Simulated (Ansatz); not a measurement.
`[CH3][GeH]([OH])[F]` + H₂ → `[CH3][GeH2][F]` + H₂O  (hydrogenolysis of a Ge–O bond)

Isolated molecules relaxed with PBE0-D4/def2-TZVP in Ansatz; ΔE leaves out vibrations. CCSD(T)/CBS is the MP2 limit (def2-TZVPP, def2-QZVPP) plus CCSD(T) − MP2 in def2-TZVPP, frozen cores. This one scheme is used for every species. Functionals use def2-TZVPP. B3LYP here is the variant with VWN-RPA as its local correlation; programs differ in this. For Ge outer-core shells are correlated without core-valence functions, which leaves a few kJ/mol of doubt a bond. Scalar relativity is left out up to krypton. Each species was taken in one conformer, which may not be the lowest.

`[CH3][GeH]([OH])[F]`:

Cartesian coordinates in Å:
```
C 0.283 -0.444 1.219
Ge -0.177 0.490 -0.397
O -0.432 -0.733 -1.645
F 1.200 1.439 -0.895
H 1.126 -1.105 1.017
H -0.563 -1.042 1.561
H 0.560 0.265 1.999
H -1.340 1.495 -0.356
H -0.658 -0.365 -2.502
```

H₂:

Cartesian coordinates in Å:
```
H 0.162 -0.278 -0.189
H -0.162 0.278 0.189
```

`[CH3][GeH2][F]`:

Z-matrix (Å, degrees):
```
C
Ge 1 1.936
H 1 1.090 2 109.9
H 1 1.092 2 110.2 3 120.0
H 1 1.090 2 109.9 3 -120.0
F 2 1.748 1 106.4 3 59.8
H 2 1.538 1 113.5 3 175.4
H 2 1.538 1 113.5 3 -55.8
```

H₂O:

```xyz
3

O     0.387    0.026    0.034
H    -0.113   -0.614   -0.478
H    -0.274    0.588    0.444
```

```csv
level,ΔE (eV)
B3LYP-D4,0.31
r2SCANh-D4,0.34
r2SCANh,0.33
CCSD/def2-TZVPP,0.29
```

Q: What does CCSD(T)/CBS give? (Best estimate.)

A: The calculation gave: +0.30 eV. The listed levels differ from it by 0.01, 0.04, 0.03, -0.01 eV.

Q: What do rigid-rotor, harmonic-oscillator terms from PBE0-D4/def2-TZVP frequencies (298.15 K, 1 bar) make of the CCSD(T)/CBS value? (Best estimate.)

A: Computed: ΔZPE = +0.14 eV, ΔH = +0.41 eV, ΔS = 27 J/(mol·K), ΔG = +0.33 eV.

Largest T1 diagnostic among the species: 0.011.

From PBE to PBE0 (25 % exact exchange), in def2-TZVPP and without D4, ΔE moves by −0.03 eV. The D4 term adds +0.05 eV with B3LYP and +0.03 eV with PBE0; it sums over pairs of atoms, weighted by their polarisabilities, and B3LYP, whose exchange is more repulsive, gets the larger term.
